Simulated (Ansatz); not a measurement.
Mulliken charges of `[SiH3][O][InH]` radical from r2SCAN/def2-TZVPP in Ansatz (PBE0-D4/def2-TZVP geometry).

```tsv
atom	x (Å)	y (Å)	z (Å)	charge (e)
Si1	-0.961	0.596	-0.254	0.467
O2	0.217	-0.340	0.358	-0.579
In3	2.098	-0.930	0.009	0.541
H4	-2.179	-0.214	-0.542	-0.103
H5	-0.545	1.255	-1.529	-0.106
H6	-1.334	1.671	0.708	-0.103
H7	2.705	-2.038	1.251	-0.117
```

Problem. By hand: the dipole of these point charges (1 e Å = 4.8032 D).

Solution. Σ q r = (0.664, -0.073, -0.322) e Å, of length 0.742 e Å = 3.56 D.

Problem. How does the dipole of the full density compare? (Best estimate.)

Solution. Computed: (0.476, -0.129, -0.118) e Å, 2.44 D; the point charges give 1.46 times that, at 15° from its direction.

Point charges leave out the atoms' own dipoles, such as those of lone pairs, and Mulliken's split depends on the basis, so the two needn't agree.
